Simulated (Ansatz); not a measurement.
Geometry optimisation, RKS PBE/def2-SVP (Ansatz).

Input:

```yaml
crystal:
  periodic: [false, false, false]
  atoms:
    - { symbol: W, position_ang: [0.0, 0.0, 0.0] }
    - { symbol: Cl, position_ang: [0.0, 0.0, 2.74] }
    - { symbol: O, position_ang: [1.94, 0.0, 0.0] }
    - { symbol: H, position_ang: [2.2771, -0.9519, -0.0197] }
    - { symbol: O, position_ang: [0.0, 1.94, 0.0] }
    - { symbol: H, position_ang: [-0.6343, 2.2771, -0.71] }
    - { symbol: F, position_ang: [-1.85, 0.0, 0.0] }
    - { symbol: F, position_ang: [0.0, -1.85, 0.0] }
    - { symbol: F, position_ang: [0.0, 0.0, -1.85] }
    - { symbol: O, position_ang: [1.4721, 1.5335, 0.7063] }
    - { symbol: H, position_ang: [2.2027, 1.0805, 1.2365] }
    - { symbol: H, position_ang: [1.039, 1.0824, 1.9242] }
basis:
  gaussian: { orbitals: def2-SVP }
hamiltonian:
  xc: pbe
relax:
  f_tol: 0.15
  max_steps: 25
  restrain:
    - { distance: [0, 9], at: 1.94, k: 30.0 }
    - { distance: [11, 1], at: 1.37, k: 30.0 }
    - { distance: [0, 1], at: 3.59, k: 30.0 }
    - { distance: [11, 9], at: 2.21, k: 30.0 }
output:
  orbitals: {}
```

Run as:

```bash
$ ansatz run input.yaml --threads 4 --pin off --max-ram 5120MiB --backend cpu --events-out ev --progress --plain --runs-dir out
```

Question: Where does it end, and by what steps?

Answer: The run converged. The restraints hold the end off the free minimum; the threshold counts their pulls, which the force column leaves out. Restrained pairs: W1–O10 (2.24 → 1.92 Å), Cl2–H12 (1.71 → 1.34 Å), W1–Cl2 (2.74 → 3.61 Å), O10–H12 (1.37 → 2.21 Å). After 15 steps the energy has fallen by 7.442 eV (the restraints' own energy left out); H4 moved furthest, 1.50 Å. The start is strongly strained (largest force component 11 eV/Å), so its close contacts needn't be bonds.

```
step  energy less start (eV)  largest force component (eV/Å)  accepted
   0                  0.0000                          10.917       yes
   1                 -0.9933                           8.296       yes
   2                 -1.8510                           6.209       yes
   3                 -3.8211                           3.517       yes
   4                 -5.5545                           2.205       yes
   5                 -6.1492                           2.212       yes
   6                 -6.5470                           1.952       yes
   7                 -6.7659                           1.097       yes
   8                 -6.9303                           1.013       yes
   9                 -7.0782                           0.946       yes
  10                 -7.1949                           1.031       yes
  11                 -7.2891                           1.115       yes
  12                 -7.3639                           1.068       yes
  13                 -7.4050                           1.017       yes
  14                 -7.4225                           1.017       yes
  15                 -7.4416                           0.900       yes
```

```xyz
12
Properties=species:S:1:pos:R:3
W 0.368 0.309 -0.057
Cl -0.305 -0.273 3.439
O 2.072 -0.099 -0.821
H 2.210 -0.776 -1.507
O 0.060 1.946 -0.960
H -0.621 2.146 -1.627
F -1.366 0.485 0.659
F 0.288 -1.428 0.667
F -0.315 -0.505 -1.631
O 1.392 1.190 1.305
H 2.366 1.223 1.358
H 0.300 0.893 3.201
```

Time of the run: 45 s on 4 threads of Arm Neoverse V2 (shared host), peak memory 0.24 GiB.
